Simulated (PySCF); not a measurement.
Compound: 2,4-difluorotoluene, C7H6F2.
Cartesian coordinates in Å at the GFN2-xTB level; atoms count from 1:
```
atom  x, y, z in Å
C1    -2.2250    0.0144   -0.1331
C2    -0.7323   -0.0279   -0.0406
C3    -0.0265   -1.2163    0.0884
C4     1.3554   -1.2349    0.1687
C5     2.0427   -0.0370    0.1185
F6     3.3875   -0.0428    0.1938
C7     1.3871    1.1746   -0.0069
C8     0.0085    1.1498   -0.0838
F9    -0.6459    2.3234   -0.2056
H10   -2.5303    0.4610   -1.0786
H11   -2.6350    0.6317    0.6652
H12   -2.6454   -0.9845   -0.0615
H13   -0.5708   -2.1476    0.1273
H14    1.8972   -2.1613    0.2693
H15    1.9286    2.1055   -0.0431
```

Computed, not measured: PySCF, TDDFT PBE0/def2-SVPD, vertical, gas phase, core orbitals frozen in the response.

Kohn–Sham orbitals with the atoms that hold most of them (Löwdin shares over 4%, at most four atoms; ? is withheld):

```json
{"orbital": "LUMO+2", "ε (eV)": "0.72", "atoms": "C1 25%, C8 10%, C3 10%, H12 9%"}
{"orbital": "LUMO+1", "ε (eV)": "-0.25", "atoms": "C5 21%, C2 18%, C8 15%, C4 14%"}
{"orbital": "LUMO", "ε (eV)": "?", "atoms": "?"}
{"orbital": "HOMO", "ε (eV)": "-7.15", "atoms": "?"}
{"orbital": "HOMO-1", "ε (eV)": "-7.71", "atoms": "C7 27%, C3 22%, C4 13%, C8 12%"}
{"orbital": "HOMO-2", "ε (eV)": "-10.25", "atoms": "C4 14%, C3 14%, F6 12%, C5 10%"}
{"orbital": "HOMO-3", "ε (eV)": "-10.37", "atoms": "C2 14%, C3 11%, C8 11%, F9 9%"}
```

(1) Give the leading atoms of the LUMO.

(2) Which atoms hold the HOMO, and with what shares?

(3) What is the LUMO energy, and the HOMO–LUMO gap?

## Answers

(1) C3 (bonded to 2 C and H) 23%; C7 (bonded to 2 C and H) 20%; C8 (bonded to 2 C and F) 13%; C4 (bonded to 2 C and H) 13%.

(2) C2 (bonded to 3 C) 21%; C5 (bonded to 2 C and F) 17%; C4 (bonded to 2 C and H) 15%; C8 (bonded to 2 C and F) 13%.

(3) ε(LUMO) = -0.62 eV; the gap is 6.53 eV (0.2400 hartree).

**Question.** The HOMO–LUMO gap is 6.53 eV. Where does the response calculation put the lowest singlet, and from which orbitals?

**Answer.** S1 is at 5.35 eV (f = 0.021), 1.18 eV below the gap, made of HOMO→LUMO (73%), HOMO-1→LUMO+1 (26%). Without the coupling terms of the response equations the lowest excitation would equal the gap.

**Question.** One configuration dominates each of S1 and S5. Which, and how do the shares of the two leading atoms of either orbital change from the occupied to the empty one?

**Answer.** 
- S1 (5.35 eV, f 0.021), HOMO→LUMO (73%): C2 21% → at most 13%, C5 17% → at most 13%, C3 at most 14% → 23%, C7 at most 14% → 20%
- S5 (7.14 eV, f 0.567), HOMO-1→LUMO+1 (70%): C7 27% → at most 15%, C3 22% → at most 15%, C5 at most 13% → 21%, C2 at most 13% → 18%
